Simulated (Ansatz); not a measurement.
## Nudged elastic band run: ClH$_{5}$O$_{4}$Ti

input.yaml

```yaml
crystal:
  periodic: [false, false, false]
  atoms:
    - { symbol: Ti, position_ang: [-0.014877, 0.132271, 0.191161] }
    - { symbol: Cl, position_ang: [-0.433767, -0.212009, 2.446463] }
    - { symbol: O, position_ang: [1.6889, -0.117187, -0.457572] }
    - { symbol: H, position_ang: [1.856856, -0.89089, -1.025241] }
    - { symbol: O, position_ang: [-0.947098, 1.394638, -0.690003] }
    - { symbol: H, position_ang: [-1.771785, 1.169765, -1.158144] }
    - { symbol: O, position_ang: [-0.814173, -1.380087, -0.323338] }
    - { symbol: H, position_ang: [-1.150142, -2.151066, 0.163494] }
    - { symbol: O, position_ang: [1.205165, 1.818779, 1.14061] }
    - { symbol: H, position_ang: [2.076076, 1.492421, 0.826663] }
    - { symbol: H, position_ang: [1.141144, 1.533866, 2.079308] }
basis:
  gaussian: { orbitals: def2-SVP }
hamiltonian:
  xc: pbe
  dispersion: d4
neb:
  order_check: false
  images: 7
  f_tol: 0.03
  max_iterations: 60
  final_atoms:
    - { symbol: Ti, position_ang: [0.25900099, 0.34042499, -0.45353224] }
    - { symbol: Cl, position_ang: [-0.18418816, -0.42837438, 3.25195301] }
    - { symbol: O, position_ang: [1.69583784, -0.15888128, -1.41436386] }
    - { symbol: H, position_ang: [2.10409027, -1.04264577, -1.44299344] }
    - { symbol: O, position_ang: [-0.78330148, 1.39028375, -1.48528119] }
    - { symbol: H, position_ang: [-1.75029491, 1.4753417, -1.40619357] }
    - { symbol: O, position_ang: [-0.63480637, -1.01875407, 0.24661707] }
    - { symbol: H, position_ang: [-0.69773778, -1.1637698, 1.22851054] }
    - { symbol: O, position_ang: [0.80878129, 1.24455418, 1.10012611] }
    - { symbol: H, position_ang: [1.6757368, 1.67485466, 1.21434676] }
    - { symbol: H, position_ang: [0.34318052, 0.47746702, 2.35421181] }
  initial_path:
    images:
      - { positions_ang: [[-0.014877, 0.132271, 0.191161], [-0.433767, -0.212009, 2.446463], [1.6889, -0.117187, -0.457572], [1.856856, -0.89089, -1.025241], [-0.947098, 1.394638, -0.690003], [-1.771785, 1.169765, -1.158144], [-0.814173, -1.380087, -0.323338], [-1.150142, -2.151066, 0.163494], [1.205165, 1.818779, 1.14061], [2.076076, 1.492421, 0.826663], [1.141144, 1.533866, 2.079308]] }
      - { positions_ang: [[-0.0105248, 0.09723561, 0.14456729], [-0.32571914, -0.14737975, 2.51590711], [1.72018354, -0.08932126, -0.50119132], [1.92722266, -0.9074986, -0.9512194], [-0.93873468, 1.4305344, -0.68426277], [-1.79613374, 1.20113267, -1.09010079], [-0.83260412, -1.43367616, -0.39359398], [-1.19758682, -2.12538502, 0.16676721], [1.19170041, 1.80686266, 1.02322978], [2.03953339, 1.48810789, 0.93057131], [1.05896231, 1.46988856, 2.03272656]] }
      - { positions_ang: [[-0.0061726, 0.06220022, 0.09797357], [-0.21767128, -0.0827505, 2.58535121], [1.75146707, -0.06145553, -0.54481064], [1.99758931, -0.9241072, -0.8771978], [-0.93037137, 1.46643079, -0.67852254], [-1.82048247, 1.23250033, -1.02205758], [-0.85103523, -1.48726531, -0.46384997], [-1.24503165, -2.09970403, 0.17004042], [1.17823583, 1.79494632, 0.90584957], [2.00299077, 1.48379478, 1.03447962], [0.97678061, 1.40591112, 1.98614513]] }
      - { positions_ang: [[-0.0018204, 0.02716483, 0.05137986], [-0.10962342, -0.01812125, 2.65479532], [1.78275061, -0.03358979, -0.58842997], [2.06795597, -0.94071579, -0.8031762], [-0.92200805, 1.50232719, -0.67278231], [-1.84483121, 1.263868, -0.95401437], [-0.86946635, -1.54085447, -0.53410595], [-1.29247647, -2.07402305, 0.17331363], [1.16477124, 1.78302998, 0.78846935], [1.96644816, 1.47948167, 1.13838794], [0.89459892, 1.34193368, 1.93956369]] }
      - { positions_ang: [[0.00253181, -0.00787057, 0.00478615], [-0.00157556, 0.046508, 2.72423942], [1.81403415, -0.00572405, -0.63204929], [2.13832263, -0.95732439, -0.7291546], [-0.91364473, 1.53822359, -0.66704207], [-1.86917995, 1.29523566, -0.88597115], [-0.88789747, -1.59444362, -0.60436193], [-1.33992129, -2.04834207, 0.17658685], [1.15130665, 1.77111364, 0.67108913], [1.92990555, 1.47516857, 1.24229625], [0.81241722, 1.27795624, 1.89298225]] }
      - { positions_ang: [[0.0666491, 0.07920332, -0.10979345], [-0.04722871, -0.07221259, 2.85616782], [1.78448507, -0.04401336, -0.82762793], [2.12976454, -0.97865474, -0.90761431], [-0.88105892, 1.50123863, -0.87160185], [-1.83945869, 1.34026217, -1.01602676], [-0.82462469, -1.45052123, -0.39161718], [-1.17937541, -1.827199, 0.43956777], [1.06567531, 1.63947378, 0.77834838], [1.86636336, 1.52509009, 1.23530888], [0.69510805, 1.07783393, 2.00828964]] }
      - { positions_ang: [[0.1307664, 0.16627721, -0.22437305], [-0.09288186, -0.19093319, 2.98809621], [1.754936, -0.08230267, -1.02320657], [2.12120645, -0.99998508, -1.08607402], [-0.84847311, 1.46425367, -1.07616163], [-1.80973743, 1.38528868, -1.14608236], [-0.76135192, -1.30659884, -0.17887243], [-1.01882954, -1.60605593, 0.70254869], [0.98004397, 1.50783391, 0.88560762], [1.80282117, 1.57501161, 1.2283215], [0.57779887, 0.87771163, 2.12359703]] }
      - { positions_ang: [[0.1948837, 0.2533511, -0.33895264], [-0.13853501, -0.30965378, 3.12002461], [1.72538692, -0.12059198, -1.21878522], [2.11264836, -1.02131542, -1.26453373], [-0.81588729, 1.42726871, -1.28072141], [-1.78001617, 1.43031519, -1.27613797], [-0.69807914, -1.16267646, 0.03387232], [-0.85828366, -1.38491287, 0.96552962], [0.89441263, 1.37619405, 0.99286687], [1.73927899, 1.62493313, 1.22133413], [0.46048969, 0.67758932, 2.23890442]] }
      - { positions_ang: [[0.25900099, 0.34042499, -0.45353224], [-0.18418816, -0.42837438, 3.25195301], [1.69583784, -0.15888128, -1.41436386], [2.10409027, -1.04264577, -1.44299344], [-0.78330148, 1.39028375, -1.48528119], [-1.75029491, 1.4753417, -1.40619357], [-0.63480637, -1.01875407, 0.24661707], [-0.69773778, -1.1637698, 1.22851054], [0.80878129, 1.24455418, 1.10012611], [1.6757368, 1.67485466, 1.21434676], [0.34318052, 0.47746702, 2.35421181]] }
```

Command:

```bash
$ ansatz run input.yaml --threads 4 --pin off --max-ram 5120MiB --backend cpu --events-out ev --progress --plain --runs-dir out
```

Output, in part (warnings, iteration lines, the closing report on the highest movable image, with atoms numbered from 0):

```
NEB end point (image 0): max|allowed force component| = 2.444e-2 eV/Å (the criterion of neb.relax_end_points is 1.000e-2)
NEB end point (image 8): max|allowed force component| = 1.143e-2 eV/Å (the criterion of neb.relax_end_points is 1.000e-2)
NEB iter   1: max|band force component| = 5.640e0 eV/Å  barrier→ = 3.2829 eV  barrier← = 2.8935 eV  Δτ_max = 0.2000 Å  (411 SCF iters)
NEB iter   2: max|band force component| = 3.510e0 eV/Å  barrier→ = 1.4297 eV  barrier← = 1.0403 eV  Δτ_max = 0.2000 Å  (272 SCF iters)
NEB iter   3: max|band force component| = 1.715e0 eV/Å  barrier→ = 0.7505 eV  barrier← = 0.3611 eV  Δτ_max = 0.1995 Å  (258 SCF iters)
NEB iter   4: max|band force component| = 9.053e-1 eV/Å  barrier→ = 0.6912 eV  barrier← = 0.3018 eV  Δτ_max = 0.2000 Å  (254 SCF iters)
NEB iter   5: max|band force component| = 8.616e-1 eV/Å  barrier→ = 0.6246 eV  barrier← = 0.2352 eV  Δτ_max = 0.2000 Å  (250 SCF iters)
NEB iter   6: max|band force component| = 6.123e-1 eV/Å  barrier→ = 0.6486 eV  barrier← = 0.2592 eV  Δτ_max = 0.2000 Å  (240 SCF iters)
NEB iter   7: max|band force component| = 3.415e-1 eV/Å  barrier→ = 0.6767 eV  barrier← = 0.2874 eV  CI = image 5  Δτ_max = 0.1971 Å  (249 SCF iters)
NEB iter   8: max|band force component| = 2.604e-1 eV/Å  barrier→ = 0.6448 eV  barrier← = 0.2554 eV  CI = image 5  Δτ_max = 0.1377 Å  (249 SCF iters)
NEB iter   9: max|band force component| = 3.259e-1 eV/Å  barrier→ = 0.6153 eV  barrier← = 0.2259 eV  CI = image 5  Δτ_max = 0.0683 Å  (236 SCF iters)
NEB iter  10: max|band force component| = 3.288e-1 eV/Å  barrier→ = 0.6065 eV  barrier← = 0.2171 eV  CI = image 5  Δτ_max = 0.0679 Å  (226 SCF iters)
NEB iter  11: max|band force component| = 2.484e-1 eV/Å  barrier→ = 0.5934 eV  barrier← = 0.2041 eV  CI = image 5  Δτ_max = 0.0679 Å  (225 SCF iters)
NEB iter  12: max|band force component| = 2.150e-1 eV/Å  barrier→ = 0.5808 eV  barrier← = 0.1914 eV  CI = image 5  Δτ_max = 0.1357 Å  (222 SCF iters)
NEB iter  13: max|band force component| = 1.531e-1 eV/Å  barrier→ = 0.5554 eV  barrier← = 0.1660 eV  CI = image 5  Δτ_max = 0.1352 Å  (226 SCF iters)
NEB iter  14: max|band force component| = 1.449e-1 eV/Å  barrier→ = 0.5306 eV  barrier← = 0.1412 eV  CI = image 5  Δτ_max = 0.1355 Å  (229 SCF iters)
NEB iter  15: max|band force component| = 1.641e-1 eV/Å  barrier→ = 0.5069 eV  barrier← = 0.1175 eV  CI = image 5  Δτ_max = 0.1353 Å  (232 SCF iters)
NEB iter  16: max|band force component| = 1.863e-1 eV/Å  barrier→ = 0.4875 eV  barrier← = 0.0981 eV  CI = image 5  Δτ_max = 0.0684 Å  (234 SCF iters)
NEB iter  17: max|band force component| = 1.991e-1 eV/Å  barrier→ = 0.4776 eV  barrier← = 0.0882 eV  CI = image 5  Δτ_max = 0.0340 Å  (225 SCF iters)
NEB iter  18: max|band force component| = 1.954e-1 eV/Å  barrier→ = 0.4731 eV  barrier← = 0.0838 eV  CI = image 5  Δτ_max = 0.0679 Å  (222 SCF iters)
NEB iter  19: max|band force component| = 2.019e-1 eV/Å  barrier→ = 0.4641 eV  barrier← = 0.0747 eV  CI = image 5  Δτ_max = 0.1358 Å  (223 SCF iters)
NEB iter  20: max|band force component| = 2.074e-1 eV/Å  barrier→ = 0.4488 eV  barrier← = 0.0595 eV  CI = image 5  Δτ_max = 0.1358 Å  (228 SCF iters)
NEB iter  21: max|band force component| = 1.960e-1 eV/Å  barrier→ = 0.4358 eV  barrier← = 0.0464 eV  CI = image 5  Δτ_max = 0.1936 Å  (229 SCF iters)
NEB iter  22: max|band force component| = 5.527e-1 eV/Å  barrier→ = 0.4260 eV  barrier← = 0.0366 eV  CI = image 6  Δτ_max = 0.0985 Å  (227 SCF iters)
NEB iter  23: max|band force component| = 8.340e-2 eV/Å  barrier→ = 0.4265 eV  barrier← = 0.0372 eV  CI = image 6  Δτ_max = 0.0497 Å  (222 SCF iters)
NEB iter  24: max|band force component| = 9.618e-2 eV/Å  barrier→ = 0.4262 eV  barrier← = 0.0368 eV  CI = image 6  Δτ_max = 0.0249 Å  (221 SCF iters)
NEB iter  25: max|band force component| = 4.345e-2 eV/Å  barrier→ = 0.4262 eV  barrier← = 0.0368 eV  CI = image 6  Δτ_max = 0.0499 Å  (221 SCF iters)
NEB iter  26: max|band force component| = 5.788e-2 eV/Å  barrier→ = 0.4261 eV  barrier← = 0.0367 eV  CI = image 6  Δτ_max = 0.0249 Å  (219 SCF iters)
NEB iter  27: max|band force component| = 6.267e-2 eV/Å  barrier→ = 0.4255 eV  barrier← = 0.0361 eV  CI = image 6  Δτ_max = 0.0125 Å  (223 SCF iters)
NEB iter  28: max|band force component| = 6.585e-2 eV/Å  barrier→ = 0.4252 eV  barrier← = 0.0358 eV  CI = image 6  Δτ_max = 0.0062 Å  (218 SCF iters)
NEB iter  29: max|band force component| = 5.258e-2 eV/Å  barrier→ = 0.4252 eV  barrier← = 0.0358 eV  CI = image 6  Δτ_max = 0.0062 Å  (211 SCF iters)
NEB iter  30: max|band force component| = 4.565e-2 eV/Å  barrier→ = 0.4253 eV  barrier← = 0.0359 eV  CI = image 6  Δτ_max = 0.0062 Å  (196 SCF iters)
NEB iter  31: max|band force component| = 4.152e-2 eV/Å  barrier→ = 0.4254 eV  barrier← = 0.0360 eV  CI = image 6  Δτ_max = 0.0062 Å  (195 SCF iters)
NEB iter  32: max|band force component| = 4.763e-2 eV/Å  barrier→ = 0.4255 eV  barrier← = 0.0361 eV  CI = image 6  Δτ_max = 0.0125 Å  (194 SCF iters)
NEB iter  33: max|band force component| = 4.496e-2 eV/Å  barrier→ = 0.4257 eV  barrier← = 0.0363 eV  CI = image 6  Δτ_max = 0.0249 Å  (200 SCF iters)
NEB iter  34: max|band force component| = 3.734e-2 eV/Å  barrier→ = 0.4262 eV  barrier← = 0.0368 eV  CI = image 6  Δτ_max = 0.0249 Å  (203 SCF iters)
NEB iter  35: max|band force component| = 4.573e-2 eV/Å  barrier→ = 0.4266 eV  barrier← = 0.0372 eV  CI = image 6  Δτ_max = 0.0125 Å  (205 SCF iters)
NEB iter  36: max|band force component| = 4.379e-2 eV/Å  barrier→ = 0.4267 eV  barrier← = 0.0373 eV  CI = image 6  Δτ_max = 0.0125 Å  (206 SCF iters)
NEB iter  37: max|band force component| = 4.675e-2 eV/Å  barrier→ = 0.4268 eV  barrier← = 0.0374 eV  CI = image 6  Δτ_max = 0.0125 Å  (193 SCF iters)
NEB iter  38: max|band force component| = 4.788e-2 eV/Å  barrier→ = 0.4268 eV  barrier← = 0.0374 eV  CI = image 6  Δτ_max = 0.0249 Å  (202 SCF iters)
NEB iter  39: max|band force component| = 4.481e-2 eV/Å  barrier→ = 0.4265 eV  barrier← = 0.0372 eV  CI = image 6  Δτ_max = 0.0249 Å  (201 SCF iters)
NEB iter  40: max|band force component| = 4.280e-2 eV/Å  barrier→ = 0.4264 eV  barrier← = 0.0370 eV  CI = image 6  Δτ_max = 0.0249 Å  (216 SCF iters)
NEB iter  41: max|band force component| = 5.055e-2 eV/Å  barrier→ = 0.4260 eV  barrier← = 0.0367 eV  CI = image 6  Δτ_max = 0.0249 Å  (221 SCF iters)
NEB iter  42: max|band force component| = 4.302e-2 eV/Å  barrier→ = 0.4258 eV  barrier← = 0.0364 eV  CI = image 6  Δτ_max = 0.0249 Å  (215 SCF iters)
NEB iter  43: max|band force component| = 6.794e-2 eV/Å  barrier→ = 0.4258 eV  barrier← = 0.0365 eV  CI = image 6  Δτ_max = 0.0125 Å  (214 SCF iters)
NEB iter  44: max|band force component| = 5.141e-2 eV/Å  barrier→ = 0.4259 eV  barrier← = 0.0365 eV  CI = image 6  Δτ_max = 0.0125 Å  (209 SCF iters)
NEB iter  45: max|band force component| = 6.346e-2 eV/Å  barrier→ = 0.4259 eV  barrier← = 0.0366 eV  CI = image 6  Δτ_max = 0.0062 Å  (212 SCF iters)
NEB iter  46: max|band force component| = 5.025e-2 eV/Å  barrier→ = 0.4259 eV  barrier← = 0.0366 eV  CI = image 6  Δτ_max = 0.0125 Å  (183 SCF iters)
NEB iter  47: max|band force component| = 3.220e-2 eV/Å  barrier→ = 0.4260 eV  barrier← = 0.0366 eV  CI = image 6  Δτ_max = 0.0249 Å  (185 SCF iters)
NEB iter  48: max|band force component| = 2.554e-2 eV/Å  barrier→ = 0.4260 eV  barrier← = 0.0366 eV  CI = image 6  Δτ_max = 0.0000 Å  (439 SCF iters)
Total energy: -43881.48100638 eV, -1612.6146830483 hartree
Atom 0 at     0.450438     0.236413    -0.401879 Å, force     0.000878     0.001503     0.000388 eV/Å
Atom 1 at    -1.144305     0.355714     2.734330 Å, force     0.000936    -0.000461    -0.000845 eV/Å
Atom 2 at     1.704692    -0.006985    -1.661308 Å, force     0.000074     0.000425    -0.000129 eV/Å
Atom 3 at     2.136192    -0.842907    -1.914151 Å, force    -0.000072    -0.000311     0.000301 eV/Å
Atom 4 at    -0.917581     1.211579    -1.046243 Å, force     0.000345    -0.001043     0.001035 eV/Å
Atom 5 at    -1.773116     1.277866    -0.581638 Å, force    -0.000520     0.000786    -0.000845 eV/Å
Atom 6 at    -0.123561    -1.314223     0.265864 Å, force    -0.001724     0.000374     0.001840 eV/Å
Atom 7 at    -0.613227    -1.287728     1.123002 Å, force     0.000785    -0.000355    -0.000526 eV/Å
Atom 8 at     1.094554     1.158557     1.108721 Å, force    -0.000585    -0.000490    -0.000639 eV/Å
Atom 9 at     2.015940     1.157768     1.425287 Å, force     0.000763     0.000303    -0.000183 eV/Å
Atom 10 at     0.006273     0.844446     2.141415 Å, force    -0.000881    -0.000730    -0.000396 eV/Å
Dipole moment:     0.445584    -0.179124    -0.049589 e Å
```

It converged. A vibrational analysis at the climbing image gives no mode beyond 40i cm⁻¹: the surface is too flat there to confirm a saddle point. The orbitals stay closed-shell, which can raise the energy where a bond breaks towards radicals; this wasn't checked here.

Final band (atoms are numbered from 1 in the order of the input):

```csv
image,path coordinate (Å),energy (kcal/mol),Ti1–Cl2 (Å),O9–H11 (Å),Cl2–H11 (Å)
0,0.00,0.0,2.32,0.98,2.38
1,0.84,1.3,2.36,0.99,2.28
2,1.68,4.3,2.41,0.99,2.21
3,2.52,6.0,2.52,1.00,2.07
4,3.36,7.9,2.80,1.05,1.86
5,4.20,9.6,3.34,1.46,1.41
6,5.04,9.8,3.52,1.53,1.38
7,6.11,9.3,3.73,1.55,1.38
8,7.17,9.0,3.81,1.54,1.38
```

The run took 8.7 min on 4 threads of Arm Neoverse V2, on a shared host, peak memory 0.22 GiB.
